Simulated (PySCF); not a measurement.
Si(H)2(OAc)(OH) (C2H6O3Si), SMILES CC(=O)O[SiH2]O. The structure is a stationary point at PBE-D3(BJ)/def2-SVP. One conformer was computed; it need not be the lowest.

Computed equilibrium geometry at PBE-D3(BJ)/def2-SVP (PySCF confirms it by a frequency run) as bond lengths and angles (one conformer of several):
Atoms: Si1 O2 O3 C4 C5 O6 H7 H8 H9 H10 H11 H12. Bonds (Å): Si1–O2 1.669, Si1–O3 1.743, Si1–H7 1.488, Si1–H8 1.498, O2–H9 0.973, O3–C4 1.353, C4–C5 1.507, C4–O6 1.223, C5–H10 1.103, C5–H11 1.108, C5–H12 1.108. Angles (°): O2–Si1–O3 105.4, O2–Si1–H7 105.4, O2–Si1–H8 111.8, O3–Si1–H7 110.6, O3–Si1–H8 107.7, H7–Si1–H8 115.6, Si1–O2–H9 115.9, Si1–O3–C4 113.6, O3–C4–C5 113.2, O3–C4–O6 121.3, C5–C4–O6 125.5, C4–C5–H10 110.0, C4–C5–H11 109.9, C4–C5–H12 109.7, H10–C5–H11 110.2, H10–C5–H12 110.2, H11–C5–H12 106.8.
Charge 0, spin multiplicity 1.
